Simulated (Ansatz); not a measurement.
Worked example: AlH2(SH) + C2H7BS2 → AlH(SH)2 + C2H7BS

Species: AlH2(SH), singlet; C2H7BS2 `CCB(S)S`, singlet; AlH(SH)2, singlet; C2H7BS `CCBS`, singlet. The partners trade H for SH: Al–H and B–SH bonds give way to Al–SH and B–H.

Shapes, held fixed at every level: PBE0-D4/def2-TZVP. Flexible molecules stand in one conformer, not always the lowest. Programs: Ansatz 0.2.0. The zero-point and thermal change to 298 K, harmonic and unscaled (PBE0-D4/def2-TZVP), is +4.4 kJ/mol.

At CCSD(T)/CBS estimate; 1 Eh = 2625.50 kJ/mol:

```
 species   energy (Eh)
AlH2(SH)   -641.618355
 C2H7BS2   -900.735037
AlH(SH)2  -1039.452999
  C2H7BS   -502.917836
```

Work out ΔH(298 K) of the reaction at this level.


1. Products less reactants: (-1039.452999) + (-502.917836) − [(-641.618355) + (-900.735037)] = -0.017443 Eh = -45.8 kJ/mol.
2. With the thermal change: -45.8 + (+4.4) = -41.4 kJ/mol.

Other levels give -40.4 (wB97M-V/def2-TZVPP) to -29.9 kJ/mol (CCSD/def2-SVP). No measured value is set beside it here. The CBS estimate extrapolates MP2 from def2-TZVPP and def2-QZVPP and adds CCSD(T) − MP2 in the triple-zeta set, cores frozen.
